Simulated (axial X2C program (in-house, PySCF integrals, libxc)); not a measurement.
## Spin–orbit effects down a group: molecules with Li (ions), MP2

Calculated with an in-house relativistic program for diatomic molecules, spin-free (one-electron X2C) or two-component (2c: spin–orbit coupling with atomic mean-field Coulomb and Gaunt terms, which also bring small scalar terms), in Dyall basis sets with cores contracted in-house; open shells are unrestricted.

Basis sets: Li dyall-cv3z, O dyall-av3z, S dyall-av3z, Se dyall-cv3z. Frozen shells (counts by l): LiO⁺ O 1s, Li 1s, 6 electrons correlated; LiS⁺ S 2s1p, Li 1s, 6 electrons correlated; LiSe⁺ Se 3s2p1d, Li 1s, 6 electrons correlated. Where the outer core of a metal is frozen, bonds come out longer and ionisation energies lower.

```
molecule  spin-free state  Re (Å)  ωe (cm⁻¹)  De (eV)  2c state  Re 2c (Å)  ωe 2c (cm⁻¹)  De 2c (eV)
    LiO⁺   M_S = 1, Λ = 0   2.099      349.7     0.48     Ω = 1      2.099         349.6        0.47
    LiS⁺   M_S = 1, Λ = 0   2.500      328.1     0.76     Ω = 1      2.500         328.2        0.73
   LiSe⁺   M_S = 1, Λ = 0   2.612      307.4     0.85     Ω = 1      2.614         306.3        0.74
```

(1) Work out the shifts from the spin-free to the two-component result.

Fragments in 2c: O + Li+, S + Li+, Se + Li+. Each entry is the lowest single determinant of a limited PBE0 search at one distance. De goes to single-determinant-based atoms at the same level (for ions the charge split of lowest energy) and is withheld (n/a) where an atom does not fit its ground term or J level. Main or longest-lived isotopes. One determinant is a doubtful description, or other states lie close, for LiO⁺, LiS⁺, LiSe⁺; these need not be ground states, and all values refer to the states named. Some open-shell Ω = 0 determinants are out of reach, so the Ω given for LiO⁺, LiS⁺, LiSe⁺ need not be the lowest component. With several unpaired electrons the Ω given is that of one determinant, not necessarily of the lowest component.

Answers

(1) 

| molecule | 2c state | ΔRe (Å) | Δωe (cm⁻¹) | ΔDe (eV) |
| --- | --- | --- | --- | --- |
| LiO⁺ | Ω = 1 | 0.000 | -0.1 | -0.01 |
| LiS⁺ | Ω = 1 | 0.000 | 0.1 | -0.03 |
| LiSe⁺ | Ω = 1 | 0.002 | -1.1 | -0.11 |

Shifts of one unit in the last digit are rounding.
